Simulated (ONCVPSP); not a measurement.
# Which change was made? (Cl, ONCV)

chlorine, optimised norm-conserving Vanderbilt (ONCV), made with ONCVPSP 4.0.1 (PBE, scalar-relativistic). Core [Ne], reference 3s1.75 3p5.25. Waves: 3s: rc 1.40 bohr, ncon 4, nbas 8, qcut 4.2 1/bohr, 2 projectors, debl 0.4 Ha; 3p: rc 1.25 bohr, ncon 3, nbas 6, qcut 7.5 1/bohr, 2 projectors, debl 2.6 Ha; d scattering state at 0.32 Ha: rc 1.15 bohr, ncon 4, nbas 7, qcut 9.8 1/bohr, 2 projectors, debl 3.4 Ha. Local part: polynomial inside 1.00 bohr (lpopt 1, dvloc0 0 Ha). Core correction: polynomial model core, fcfact 0.4.

In the s channel the program set the typed energies aside and used -0.767, 0.250 Ha.

Cutoffs, loose and tight: the cutoffs (Ha) at which the residual kinetic energy of the hardest occupied pseudo-wave falls to 1 and 0.1 mHa per electron. They do not see the model core or the augmentation charge, which bear on the density cutoff. Test errors are all-electron minus pseudo excitation energies from the reference, over the configurations 3s2 3p5; 3s2 3p4; 3s2 3p3; 3s2 3p4.5; variants that change the core or the reference have their own tests.

The base gives: outcome: generated, projector energies reset by the program; cutoff, loose: 68 Ha; cutoff, tight: 88 Ha; bound ghosts: none; GHOST(+) flags above zero: none; largest test error (meV): +16.

**Question.** After one change the result is: outcome: generated, projector energies reset by the program; cutoff, loose: 61 Ha; cutoff, tight: 155 Ha; bound ghosts: p; GHOST(+) flags above zero: s, p; largest test error (meV): -3.6. Which change was it?
A. all radii but the core radius scaled by about 0.80 (s 1.12, p 1.00, d 0.92 bohr); local potential polynomial inside 0.80 bohr (lpopt 1, dvloc0 0 Ha)
B. s: rc 1.72
C. s: nproj 1
D. core [He], valence charge 15; reference 2s2 2p6 3s2 3p5; waves now 2s+3s: rc 0.85 bohr, ncon 4, nbas 9, qcut 14.9 1/bohr, 3 projectors, debl 3.9 Ha; 2p+3p: rc 0.60 bohr, ncon 3, nbas 6, qcut 25.8 1/bohr, 2 projectors; d scattering state at 0.3 Ha: rc 0.60 bohr, ncon 3, nbas 7, qcut 14.4 1/bohr, local; local potential the d channel

**Answer.** A. The others give: core [He], valence charge 15; reference 2s2 2p6 3s2 3p5; waves now 2s+3s: rc 0.85 bohr, ncon 4, nbas 9, qcut 14.9 1/bohr, 3 projectors, debl 3.9 Ha; 2p+3p: rc 0.60 bohr, ncon 3, nbas 6, qcut 25.8 1/bohr, 2 projectors; d scattering state at 0.3 Ha: rc 0.60 bohr, ncon 3, nbas 7, qcut 14.4 1/bohr, local; local potential the d channel → outcome: generated; cutoff, loose: 237 Ha; cutoff, tight: 269 Ha; bound ghosts: none; GHOST(+) flags above zero: none; largest test error (meV): -599 | s: nproj 1 → outcome: generated; cutoff, loose: 68 Ha; cutoff, tight: 88 Ha; bound ghosts: none; GHOST(+) flags above zero: none; largest test error (meV): +26 | s: rc 1.72 → outcome: generated, projector energies reset by the program; cutoff, loose: 18 Ha; cutoff, tight: 56 Ha; bound ghosts: none; GHOST(+) flags above zero: s; largest test error (meV): +30.
